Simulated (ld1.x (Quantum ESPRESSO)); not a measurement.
# Varying the TM potential for lead (Pb)

Base potential:

ld1.x (Quantum ESPRESSO) 7.5 input, shortened:

```
&input
   title='Pb', zed=82., rel=1, dft='PZ', iswitch=3,
   config='[Xe] 4f14 5d10 6s2 6p1'
 /
 &inputp
   pseudotype=2, tm=.true., lloc=0,
   nlcc=.true., new_core_ps=.true., rcore=0.85
 /
3
6P  2  1   1.00   0.00  2.70  2.70  0.0
5D  3  2  10.00   0.00  2.15  2.15  0.0
6S  1  0   2.00   0.00  1.65  1.65  0.0
 &test
   configts(1)='5d10 6s2 6p1'
 /
```

All-electron outer shells of the reference configuration (LDA (PZ), scalar-relativistic, ld1.x):

```
shell  level (eV)  outermost node (bohr)  outermost maximum (bohr)
   5p      -93.73                   0.49                      0.88
   5d      -29.03                   0.52                      1.07
   6s      -19.59                   1.01                      1.95
   6p      -10.15                   1.18                      2.50
```

Cutoffs, loose and tight: the cutoffs (Ry, on a coarse ladder) from which the occupation-weighted sum of valence levels, in a spherical-Bessel basis at the reference potential, stays within 10 and 1 mRy of its value at 400 Ry. They do not see the model core or the augmentation charge, which bear on the density cutoff. Test errors are all-electron minus pseudo excitation energies from the reference, over the configurations 5d10 6s2 6p2; 5d10 6s2 6p0; 5d10 6s1 6p0; 5d9 6s2 6p2; 5d10 6s1 6p2; 5d10 6s0 6p4; 5d10 6s2 6p1.5 (two spin-polarised tests are not counted in the largest error). A dash means not determined; rows that change the core or the reference have their own tests.

| change | outcome | cutoff, loose | cutoff, tight | bound ghosts | largest test error (meV) |
| --- | --- | --- | --- | --- | --- |
| base | generated | 50 Ry | 90 Ry | none | -134 |
| wave 5d (bound): rc 2.15 bohr becomes 5d (bound): rc 1.38 bohr | generated | 70 Ry | 100 Ry | none | -157 |
| wave 6p (bound): rc 2.70 bohr becomes 6p (bound): rc 2.64 bohr | generated | 50 Ry | 90 Ry | none | -138 |
| core correction Bessel-smoothed model core inside 2.00 bohr | generated | 50 Ry | 90 Ry | none | -116 |
| functional PBEsol | generated | 50 Ry | 90 Ry | none | -142 |
| all radii but the core radius scaled by about 0.95 (s 1.56, p 2.56, d 2.04 bohr) | generated | 55 Ry | 140 Ry | none | -122 |
| type RRKJ; local potential all-electron potential smoothed inside 2.00 bohr (lloc = -1) | failed: compute_chi: n is too large | – | – | – | – |
| all radii but the core radius scaled by about 0.96 (s 1.58, p 2.60, d 2.06 bohr) | generated | 50 Ry | 100 Ry | none | -138 |
| wave 6s (bound): rc 1.65 bohr becomes 6s (bound): rc 2.02 bohr | generated | 50 Ry | 80 Ry | none | -169 |

**Question.** What comes out with this change to the base: wave 6s (bound): rc 1.65 bohr becomes 6s (bound): rc 1.42 bohr?

**Answer.** outcome: generated; cutoff, loose: 110 Ry; cutoff, tight: 180 Ry; bound ghosts: none; largest test error (meV): -113.
